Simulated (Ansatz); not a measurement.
Mulliken charges of `F[SiH](F)[AlH2]` from PBE/def2-TZVPP in Ansatz (PBE0-D4/def2-TZVP geometry).

| atom | x (Å) | y (Å) | z (Å) | charge (e) |
| --- | --- | --- | --- | --- |
| F1 | -0.128 | -1.782 | 1.218 | -0.271 |
| Si2 | 0.690 | -0.666 | 0.412 | 0.535 |
| F3 | 1.446 | -1.423 | -0.780 | -0.271 |
| Al4 | -0.898 | 0.984 | -0.542 | 0.317 |
| H5 | 1.756 | -0.193 | 1.335 | -0.096 |
| H6 | -0.774 | 2.518 | -0.153 | -0.109 |
| H7 | -2.030 | 0.493 | -1.536 | -0.105 |

Question: By hand: the dipole of these point charges (1 e Å = 4.8032 D).

Answer: Σ q r = (-0.144, 0.516, -0.020) e Å, of length 0.536 e Å = 2.57 D.

Question: How does the dipole of the full density compare? (Estimate.)

Answer: The calculation gave: (-0.071, 0.340, 0.005) e Å, 1.67 D; the point charges give 1.54 times that, at 5° from its direction.

Point charges leave out the atoms' own dipoles, such as those of lone pairs, and Mulliken's split depends on the basis, so the two needn't agree.
